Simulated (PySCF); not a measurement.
Method: PBE-D3(BJ)/def2-TZVP // PBE-D3(BJ)/def2-SVP (PySCF). All species are isolated molecules in the gas phase. 

Reference species: [Zn(NH3)4]2+ (charge +2, multiplicity 1).

```json
{
  "coordination_number": "4",
  "HOMO": "-16.80 eV",
  "mean_distance_from_the_central_atom_to_its_bonded_neighbours": "2.076 Å"
}
```

Changed species: [Pd(NH3)4]2+ (M = Pd, multiplicity 1; the reference has M = Zn, multiplicity 1).

Q: What does the change do to the coordination number, HOMO and mean distance from the central atom to its bonded neighbours?

A: the coordination number stays essentially unchanged; the HOMO increases by 2.13 eV, to -14.67 eV; the mean distance from the central atom to its bonded neighbours rises by 0.012 Å, to 2.088 Å.
